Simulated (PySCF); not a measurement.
Molfile (atoms numbered from 1):
```
C6H10BP
     RDKit          3D

 18 18  0  0  0  0  0  0  0  0999 V2000
    2.9252    0.6276    0.2721 B   0  0  0  0  0  0  0  0  0  0  0  0
    1.6851   -0.7707   -0.1540 P   0  0  0  0  0  0  0  0  0  0  0  0
   -0.0847   -0.3744   -0.0761 C   0  0  0  0  0  0  0  0  0  0  0  0
   -0.7867   -0.5215    1.1253 C   0  0  0  0  0  0  0  0  0  0  0  0
   -2.1241   -0.1398    1.2024 C   0  0  0  0  0  0  0  0  0  0  0  0
   -2.7656    0.3953    0.0864 C   0  0  0  0  0  0  0  0  0  0  0  0
   -2.0665    0.5516   -1.1096 C   0  0  0  0  0  0  0  0  0  0  0  0
   -0.7290    0.1717   -1.1918 C   0  0  0  0  0  0  0  0  0  0  0  0
    2.6381    0.9254    1.4221 H   0  0  0  0  0  0  0  0  0  0  0  0
    4.0243    0.1116    0.1370 H   0  0  0  0  0  0  0  0  0  0  0  0
    2.6662    1.4966   -0.5477 H   0  0  0  0  0  0  0  0  0  0  0  0
    1.8093   -1.3424   -1.4452 H   0  0  0  0  0  0  0  0  0  0  0  0
    1.7666   -1.9437    0.6377 H   0  0  0  0  0  0  0  0  0  0  0  0
   -0.2898   -0.9344    2.0073 H   0  0  0  0  0  0  0  0  0  0  0  0
   -2.6679   -0.2605    2.1421 H   0  0  0  0  0  0  0  0  0  0  0  0
   -3.8147    0.6934    0.1495 H   0  0  0  0  0  0  0  0  0  0  0  0
   -2.5648    0.9731   -1.9856 H   0  0  0  0  0  0  0  0  0  0  0  0
   -0.1861    0.3030   -2.1316 H   0  0  0  0  0  0  0  0  0  0  0  0
  1  2  1  0
  2  3  1  0
  3  4  2  0
  4  5  1  0
  5  6  2  0
  6  7  1  0
  7  8  2  0
  8  3  1  0
  1  9  1  0
  1 10  1  0
  1 11  1  0
  2 12  1  0
  2 13  1  0
  4 14  1  0
  5 15  1  0
  6 16  1  0
  7 17  1  0
  8 18  1  0
M  CHG  2   1  -1   2   1
M  END
```

- PBE0/pcSseg-1 with gauge-including orbitals
- structure optimised with PBE0-D3(BJ)/def2-SVP
- code: PySCF
- a single conformation, equivalent nuclei averaged, no relativistic terms, in vacuum

References, each an isolated molecule treated in the same way: $^{13}$C and $^{1}$H against TMS; BF3·OEt2 for $^{11}$B; $^{31}$P against H3PO4.

| atoms | nucleus | count | δ (ppm) |
| --- | --- | --- | --- |
| H15/H17 | $^{1}$H | 2 | ? |
| C3 | $^{13}$C | 1 | 131.8 |
| B1 | $^{11}$B | 1 | -46.0 |
| C6 | $^{13}$C | 1 | 136.2 |
| H14/H18 | $^{1}$H | 2 | 7.56 |
| C5/C7 | $^{13}$C | 2 | 134.7 |
| C4/C8 | $^{13}$C | 2 | ? |
| H12/H13 | $^{1}$H | 2 | ? |
| H9/H10/H11 | $^{1}$H | 3 | 1.21 |
| P2 | $^{31}$P | 1 | -59.2 |
| H16 | $^{1}$H | 1 | 7.57 |

Question: Complete the table.

Answer: 
- C4/C8: 137.3 ppm, aromatic CH; the aromatic region
- H15/H17: 7.55 ppm, hydrogen on an aromatic CH; aromatic region
- H12/H13: 5.48 ppm, hydrogen on a phosphorus bonded to C, B

Hydrogens on boron are broadened and split by $^{11}$B (spin 3/2, 80 %) and 10B (spin 3). Shifts are as computed. Against solution values, carbons near 30 ppm lie about +2 ppm off and those near 130 ppm about +5 ppm. Of 1211 compounds with measured shifts, 218 miss one by over three times the rms of a fit or turn the order of signals round; such compounds aren't used in these exercises. Experimental scales use liquid or dissolved standards, which lie at an offset from isolated H3PO4.
